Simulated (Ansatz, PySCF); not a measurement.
Reaction R1 + R2 → P1, each structure at its B3LYP-D3(BJ)/def2-TZVP stationary point, reached from a drawn start (curvature not checked).
R1, H2 (SMILES [H][H]) (charge 0, multiplicity 1):
```xyz
2

H      0.000     0.000     0.372
H      0.000     0.000    -0.372
```
R2: OSi (SMILES [O+]#[Si-]), charge 0, multiplicity 1.
P1, H2OSi (SMILES O=[SiH2]) (charge 0, multiplicity 1, Z-matrix in Å and degrees):
```
Si
O 1 1.5195
H 1 1.4808 2 124.04
H 1 1.4808 3 111.91 2 -180.00
```

P less R. No zero-point or thermal terms.

The values were computed with Ansatz (Gaussian orbitals); PySCF for the D3/D4 terms. Each number belongs to the level named beside it.

Problem. One of these levels gives -31.2 kJ/mol for the reaction energy. Which one is it?
(A) wB97M-V/def2-TZVPP
(B) r2SCAN/def2-TZVPP
(C) CAM-B3LYP-D4/def2-TZVPP
(D) BHLYP/def2-TZVPP

Solution. B, r2SCAN/def2-TZVPP. The others give -28.0 (BHLYP/def2-TZVPP), -23.1 (CAM-B3LYP-D4/def2-TZVPP), -9.7 (wB97M-V/def2-TZVPP)

Ansatz is a first-principles code.
